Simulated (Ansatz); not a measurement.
The same path of H$_{5}$N$_{2}$PSi (9 atoms, charge 0, multiplicity 1) was run twice with different band settings. The coordinate that changes most is the dihedral H6–N1–Si2–P4.

Theory: RKS PBE/def2-SVP (Ansatz 0.2.0).

Relaxed end points:

```xyz
9
Properties=species:S:1:pos:R:3
N -1.021 1.250 -0.319
Si 0.402 0.432 0.224
N 0.863 -0.948 -0.682
P 0.698 -1.656 0.998
H -1.804 0.697 -0.679
H -1.354 2.065 0.204
H 1.371 1.480 0.681
H 1.607 -1.237 -1.321
H -0.674 -2.130 0.877
```

```xyz
9
Properties=species:S:1:pos:R:3
N -1.023 1.252 -0.317
Si 0.399 0.429 0.222
N 0.851 -0.953 -0.691
P 0.698 -1.657 0.996
H -1.353 2.066 0.208
H -1.805 0.703 -0.683
H 1.374 1.473 0.677
H 1.618 -1.225 -1.310
H -0.672 -2.134 0.881
```

Common settings: movable images 7; spring 5.0 eV/Å²; start path through a guess of the saddle point; force threshold 0.05 eV/Å; iteration limit 60; end points relaxed.

| run | climbing image | optimiser |
| --- | --- | --- |
| 1 | yes | quadratic models (default) |
| 2 | from the first iteration | fire |

**Question.** What does each run give, and how far can it be trusted?

**Answer.** Run 1: converged after 16 iterations, highest image 0.131 eV above the first end. A vibrational analysis at the climbing image gives one clearly imaginary mode, 227i cm⁻¹: a first-order saddle point.
Run 2: converged after 57 iterations, highest image 0.130 eV above the first end. Another band between the same ends (7 images) ends at a top of the same energy, where a vibrational analysis finds 1 clearly imaginary mode.
